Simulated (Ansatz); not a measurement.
Consider the hydrogenolysis of the In–O bond: `C[O][In]([SH])[SH]` + H₂ → `[SH][InH][SH]` + CH₃OH.

Gas-phase electronic energies from Ansatz, PBE0-D4/def2-TZVP geometries. CCSD(T)/CBS adds triple-zeta CCSD(T) − MP2 to the extrapolated MP2 energy (def2 sets, frozen cores). This one scheme is used for every species. DFT in def2-TZVPP. HSE06 is defined as in plane-wave codes. Elements past krypton have def2 core potentials. For In outer-core shells are correlated without core-valence functions, which leaves a few kJ/mol of doubt a bond. One conformer a species, not always the lowest.

`C[O][In]([SH])[SH]`:

```xyz
10

C     0.450   -1.372    0.847
O     0.392    0.028    0.916
In   -0.317    1.119   -0.578
S    -0.307    3.451   -0.208
S    -1.085    0.003   -2.524
H    -0.539   -1.834    0.717
H     0.864   -1.749    1.787
H     1.098   -1.732    0.035
H     0.229    3.289    1.016
H    -0.785   -1.203   -2.009
```

H₂:

Z-matrix (Å, degrees):
```
H
H 1 0.746
```

`[SH][InH][SH]`:

```xyz
6

S    -0.669   -0.621   -1.647
In    0.303    0.545    0.188
S     0.190   -0.656    2.238
H    -0.401    0.353   -2.532
H     1.015    2.089    0.066
H    -0.437   -1.709    1.687
```

CH₃OH:

```xyz
6

C     0.305    0.184   -0.006
O    -1.033   -0.118   -0.327
H     0.563    1.100   -0.537
H     0.999   -0.603   -0.327
H     0.448    0.361    1.068
H    -1.282   -0.924    0.129
```

| level | ΔE (kcal/mol) |
| --- | --- |
| HSE06-D4 | -2.2 |
| BLYP | -0.3 |
| HF/def2-SVP | -7.5 |
| CCSD/CBS(def2) | -0.3 |

**Question.** What does CCSD(T)/CBS give? (An estimate is asked.)

**Answer.** Ansatz gave: +1.4 kcal/mol. The listed levels differ from it by -3.6, -1.7, -8.9, -1.7 kcal/mol.

Largest T1 diagnostic among the species: 0.015.

From PBE to PBE0 (25 % exact exchange), in def2-TZVPP and without D4, ΔE moves by −2.3 kcal/mol. Leaving LDA and LC-ωPBE aside and taking each functional with its dispersion term where it has one, the values, not all of them listed here, spread over 4.7 kcal/mol, from HSE06-D4 to BLYP-D4. LDA lies −1.1 kcal/mol from PBE without D4.
